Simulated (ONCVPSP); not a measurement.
**Before and after: ONCV potential for B**

```
Element                 : boron
Generator               : ONCVPSP 4.0.1
Type                    : optimised norm-conserving Vanderbilt (ONCV)
Functional              : LDA (Perdew-Wang 92)
Relativity              : scalar-relativistic
Frozen core             : [He]
Valence charge          : 3
Reference configuration : 2s2 2p0.5 (charge +0.5)
Partial waves           : 2s: rc 1.15 bohr, ncon 5, nbas 9, qcut 5.9 1/bohr, 1 projector; 2p: rc 1.90 bohr, ncon 3, nbas 7, qcut 3.8 1/bohr, 2 projectors, debl 1.8 Ha; d scattering state at 0.27 Ha: rc 1.95 bohr, ncon 3, nbas 7, qcut 4.9 1/bohr, 3 projectors, debl 2.3 Ha
Local potential         : polynomial inside 0.75 bohr (lpopt 5, dvloc0 0 Ha)
Core correction         : polynomial model core, fcfact 0.2
```

All-electron outer shells of the reference configuration (LDA (PZ), scalar-relativistic, ld1.x):

```csv
shell,level (eV),outermost node (bohr),outermost maximum (bohr)
1s,-184.52,–,0.21
2s,-14.06,0.46,1.48
2p,-8.20,–,1.48
```

Change: core correction none.

Cutoffs: the cutoffs (Ha) at which the residual kinetic energy of the hardest occupied pseudo-wave falls to 1 and 0.1 mHa per electron; they do not see the model core or the augmentation charge, which bear on the density cutoff. Errors are all-electron minus pseudo energies relative to the spin-unpolarised reference configuration.

Q: What does the change do?

A: The potential gets neither clearly harder nor softer (22 Ha and 125 Ha → 22 Ha and 125 Ha); of the 4 tests that both files solve, the error grows in 2 and shrinks in 0 by more than 15 % and 0.3 meV (median size 25.1 → 27.8 meV); neither file shows a bound ghost.

| quantity | base | changed |
| --- | --- | --- |
| cutoff, loose | 22 Ha | 22 Ha |
| cutoff, tight | 125 Ha | 125 Ha |
| bound ghosts | none | none |
| GHOST(+) flags under 300 eV | none | none |
| error for 2s2 2p1, meV [ΔE -2.94 eV] | +7.6 | +8.1 |
| error for 2s2 2p0, meV [ΔE 5.38 eV] | +15 | +18 |
| error for 2s1 2p0, meV [ΔE 30.68 eV] | +93 | +137 |
| error for 2s0 2p3, meV [ΔE 8.46 eV] | +35 | +38 |
| s: phases at 1.16 bohr within 0.05 rad from the reference energy up to (Ha; the scan ends near 5) | 1.6 | 1.6 |
| p: phases at 1.92 bohr within 0.05 rad from the reference energy up to (Ha; the scan ends near 5) | 1.9 | 1.9 |
| d: phases at 1.98 bohr within 0.05 rad from the reference energy up to (Ha; the scan ends near 5) | to the end of the scan | to the end of the scan |
